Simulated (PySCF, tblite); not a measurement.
## silicon tetrafluoride and acetonitrile

A gas-phase complex of silicon tetrafluoride and acetonitrile; neutral, singlet. The structure comes from a short search (6 tight-binding starts) and was relaxed by PBE0-D3(BJ)/def2-SVPD; another way of binding may lie lower. No frequency run checks that it is a minimum.

Parts: 1 = silicon tetrafluoride (F[Si](F)(F)F), atoms 1–5; 2 = acetonitrile (CC#N), atoms 6–11.

```
atom  part   x (Å)   y (Å)   z (Å)
  F1     1  -1.463  -0.934  -0.596
 Si2     1  -0.204  -0.060  -0.091
  F3     1  -0.221   0.463   1.435
  F4     1   0.594   0.815  -1.187
  F5     1   0.873  -1.263   0.082
  C6     2  -3.343   3.451  -0.630
  C7     2  -2.383   2.383  -0.457
  N8     2  -1.623   1.532  -0.324
  H9     2  -4.277   3.043  -1.040
 H10     2  -3.550   3.924   0.339
 H11     2  -2.940   4.202  -1.322
```

| contact | kind (by geometry) | distance (Å) | angle (°) |
| --- | --- | --- | --- |
| Si2···N8 | short tetrel bond | 2.146 | 180 |

Deforming the relaxed parts to their shape here costs 14.7 kcal/mol, which the interaction energies leave out.

Interaction energies are complex less parts, with the parts frozen as they stand in it; counterpoise-corrected, in kcal/mol (PySCF).

Task: How strongly do the parts interact, level by level?

Result: 
| level | interaction | superposition error removed |
| --- | --- | --- |
| wB97M-D3(BJ)/def2-SVPD | -18.12 | -3.77 |
| PBE0-D3(BJ)/def2-SVPD | -19.53 | -3.85 |

Task: What holds them together? Decompose the wB97M-D3(BJ)/def2-SVPD energy: frozen parts, their antisymmetrised product, then relaxation.

Result: electrostatic -48.6, Pauli repulsion +62.4, orbital relaxation -33.7, dispersion correction -1.9 kcal/mol, which sum to the value before the counterpoise correction; the Pauli term holds the exchange-correlation of the frozen density too. Of the attraction, 58 % is electrostatic, 40 % is orbital relaxation, 2 % is dispersion correction.

The parts were also relaxed and run alone, at the levels used for the complex: shieldings by PBE0/pcSseg-1; core levels by delta-SCF with SCAN, pcX-2 on the ionised atom and pcseg-1 elsewhere, spin-free X2C (2p3/2 is the spin-free 2p value less a third of a first-order spin-orbit splitting).

Values alone: F5–Si2 bond (Å): 1.592; shielding of Si2 (ppm): 454.7; shielding of N8 (ppm): -39.4; shielding of F5 (ppm): 336.9; F1 1s core level (eV): 694.46; Si2 2p3/2 core level (eV): 112.07; N8 1s core level (eV): 405.35.

Task: How do these values change when the complex forms?

Result: 
```csv
property,alone,in the complex,change
F5–Si2 bond (Å),1.592,1.624,+0.032
shielding of Si2 (ppm),454.7,477.9,+23.2
shielding of N8 (ppm),-39.4,14.5,+53.9
shielding of F5 (ppm),336.9,327.9,-9.0
F1 1s core level (eV),694.46,692.59,-1.87
Si2 2p3/2 core level (eV),112.07,110.29,-1.78
N8 1s core level (eV),405.35,406.93,+1.58
```

The core-hole state of N8 is spin-contaminated (⟨S²⟩ 0.81 against 0.75 for a pure doublet), so that value and differences from it are less sure.
